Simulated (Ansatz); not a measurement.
Al2As2. Total charge 0; singlet. Geometry B3LYP-D4/def2-SVP.

```xyz
4

Al    0.121    1.041    0.743
Al   -0.121   -1.041   -0.743
As    1.843    0.343   -0.780
As   -1.843   -0.343    0.780
```

The 6-31G sets use Cartesian d functions. The restricted singlet is unstable towards broken spin symmetry in Hartree–Fock (as tested in another run); at HF/6-31G this wasn't settled. The restricted singlet is unstable towards broken spin symmetry at other levels; at r2SCAN-D4/def2-TZVPD, PBE0-D4/def2-SVP, PBE0-D4/def2-TZVPD, CAM-B3LYP-D4/def2-TZVP this wasn't settled. At r2SCAN-D4/def2-TZVPD an occupied level lies above an empty one. At PBE0-D4/def2-TZVP a triplet of charge 0 lies 0.59 eV below the restricted singlet, each at its own geometry. The structure comes from a short search, and lower isomers may exist.

(1) Estimate the orbital energies around the gap (eV) in Ansatz with HF/6-31G, r2SCAN-D4/def2-TZVPD, PBE0-D4/def2-SVP, PBE0-D4/def2-TZVPD, CAM-B3LYP-D4/def2-TZVP.

## Answers

(1) 
```tsv
orbital	HF/6-31G	r2SCAN-D4/def2-TZVPD	PBE0-D4/def2-SVP	PBE0-D4/def2-TZVPD	CAM-B3LYP-D4/def2-TZVP
HOMO−5	-12.43	-8.98	-9.87	-9.85	-11.05
HOMO−4	-12.02	-8.61	-9.40	-9.40	-10.59
HOMO−3	-9.07	-6.51	-7.16	-7.10	-7.99
HOMO−2	-8.90	-6.34	-6.94	-6.92	-7.87
HOMO−1	-8.21	-5.94	-6.66	-6.61	-7.56
HOMO	-6.84	-4.98	-5.52	-5.53	-6.41
LUMO	-2.22	-4.99	-4.36	-4.37	-3.39
LUMO+1	0.15	-3.26	-2.64	-2.68	-1.65
LUMO+2	0.66	-1.95	-1.46	-1.48	-0.44
LUMO+3	1.58	-1.41	-0.80	-0.85	0.29
LUMO+4	2.55	-0.33	0.48	-0.03	1.31
LUMO+5	2.78	-0.14	0.53	0.04	1.46
```
